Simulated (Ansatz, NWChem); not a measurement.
# BCl3 (SMILES ClB(Cl)Cl): from total energies to a heat of formation

BCl3: 4 atoms, total charge 0, spin state singlet. SMILES: `ClB(Cl)Cl`. The shape is that of a PBE0-D4/def2-TZVP optimisation.

```
atom    x (Å)    y (Å)    z (Å)
  Cl  -0.2579   0.5164   1.6383
   B   0.0000   0.0000   0.0000
  Cl   0.9420  -1.4231  -0.3240
  Cl  -0.6841   0.9066  -1.3143
```

Total energies at HF/6-311+G** (NWChem 7.3.0); the atoms run unrestricted:

| species | state | energy (Eh) |
| --- | --- | --- |
| BCl3 | singlet | -1403.339541 |
| Cl | doublet | -459.474232 |
| B | doublet | -24.530349 |

Harmonic wavenumbers at PBE0-D4/def2-TZVP, in cm⁻¹: 253, 253, 458, 476, 976, 976.

Measured heats of formation of the gaseous atoms at 298.15 K, in kJ/mol: Cl 121.3, B 570.3. Spin-orbit lowering of the atoms at 298 K (mean of the ground term's levels less their thermal mean, from spectra), in kJ/mol: Cl 3.44, B 0.00. Take 1 Eh = 2625.50 kJ/mol, 1 cm⁻¹ = 0.0119627 kJ/mol, RT = 2.479 kJ/mol.

**Question.** Work out the heat of formation of the gas at 298 K.

**Answer.** 
1. Electronic atomisation energy: 3 × (-459.474232) + (-24.530349) − (-1403.339541) = 0.386496 Eh = 1014.7 kJ/mol.
2. Zero-point energy: half the sum of the wavenumbers, 1696 cm⁻¹ = 20.3 kJ/mol.
3. Thermal vibrational enthalpy, Σ hcν̃/(exp(hcν̃/kT) − 1): 4.1 kJ/mol. Translation, rotation and pV of a non-linear molecule: 4 RT = 9.9 kJ/mol.
4. The 4 free atoms carry 5/2 RT each: 24.8 kJ/mol.
5. Spin-orbit coupling lowers the free atoms by 3 × 3.44 + 0.00 = 10.3 kJ/mol.
6. Atomisation enthalpy at 298 K: 1014.7 − 10.3 − 20.3 − 4.1 − 9.9 + 24.8 = 994.9 kJ/mol.
7. Sum of the atoms' heats of formation: 934.2 kJ/mol. Heat of formation: 934.2 − 994.9 = -60.7 kJ/mol.

The tabulated value is -403.0 kJ/mol (NIST-JANAF tables), so this level is off by +342.3 kJ/mol, or 25.6 % of the atomisation enthalpy that the table implies (1337.2 kJ/mol). Hartree–Fock leaves out correlation, which is larger in the molecule than in the atoms, so it underbinds and puts the heat of formation too high. Anharmonicity and any spin-orbit splitting of the molecule are left out.
